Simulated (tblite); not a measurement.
C4H9N3SSi.
Atom-mapped SMILES: `[CH3:1][S:2][c:3]1[n:4][n:5]([SiH3:6])[n:7][c:8]1[CH3:9]` (hydrogens: H10, H11, H12 on C1; H13, H14, H15 on Si6; H16, H17, H18 on C9)

Structure optimised with GFN2-xTB, isolated species.

Problem. Give the optimised bond lengths and angles.

Solution. 
```json
{"bond": "C1–S2", "length (bohr)": "3.428", "order": "single"}
{"bond": "S2–C3", "length (bohr)": "3.281", "order": "single"}
{"bond": "C3–N4", "length (bohr)": "2.495", "order": "aromatic"}
{"bond": "N4–N5", "length (bohr)": "2.517", "order": "aromatic"}
{"bond": "N5–Si6", "length (bohr)": "3.321", "order": "single"}
{"bond": "N5–N7", "length (bohr)": "2.508", "order": "aromatic"}
{"bond": "N7–C8", "length (bohr)": "2.486", "order": "aromatic"}
{"bond": "C8–C9", "length (bohr)": "2.797", "order": "single"}
{"bond": "C3–C8", "length (bohr)": "2.687", "order": "aromatic"}
{"bond": "C1–H10, C1–H11, C1–H12", "length (bohr)": "2.051", "order": "single"}
{"bond": "Si6–H13, Si6–H14, Si6–H15", "length (bohr)": "2.758", "order": "single"}
{"bond": "C9–H16, C9–H17, C9–H18", "length (bohr)": "2.056", "order": "single"}
```

Bonds in one row agree within 0.02 bohr and their mean is given. Orders are formal, as drawn. A selection of angles:
```json
{"angle": "C1–S2–C3", "degrees": "99.2"}
{"angle": "S2–C3–N4", "degrees": "124.1"}
{"angle": "S2–C3–C8", "degrees": "127.5"}
{"angle": "N4–C3–C8", "degrees": "108.4"}
{"angle": "C3–N4–N5", "degrees": "105.1"}
{"angle": "N4–N5–Si6", "degrees": "124.0"}
{"angle": "N4–N5–N7", "degrees": "113.2"}
{"angle": "Si6–N5–N7", "degrees": "122.8"}
{"angle": "N5–N7–C8", "degrees": "106.5"}
{"angle": "N7–C8–C9", "degrees": "124.8"}
{"angle": "C3–C8–N7", "degrees": "106.8"}
{"angle": "C3–C8–C9", "degrees": "128.4"}
```

Torsions: C1–S2–C3–N4 -2° (synperiplanar). The mirror-image conformer, all signs reversed, is as good.

The 2 C–S bonds span 1.736 Å (S2–C3, drawn single) to 1.814 Å (C1–S2, drawn single), a spread of 0.078 Å. Si6 (SiH3 silicon) is distorted tetrahedral (angles from 103.2° to 114.6°). N7 (pyridine-type nitrogen) is bent (angle 106.5°). N5 (pyrrole-type nitrogen) is planar (angles 124.0°, 122.8° and 113.2°, sum 360.0°, 0.01 Å off the plane of its three neighbours). S2 (sulfide sulfur) is bent (angle 99.2°). The 9 heavy atoms lie in one plane (0.016 Å rms). The 5-membered ring C3–N4–N5–N7–C8 has internal angles of 105.1° to 113.2°; it is planar, 0.00 Å rms from its mean plane, widest ring torsion 0°.

GFN2-xTB frequencies show an imaginary mode (26i cm⁻¹), so the point is no minimum at that level.

All values are computed, not measured.
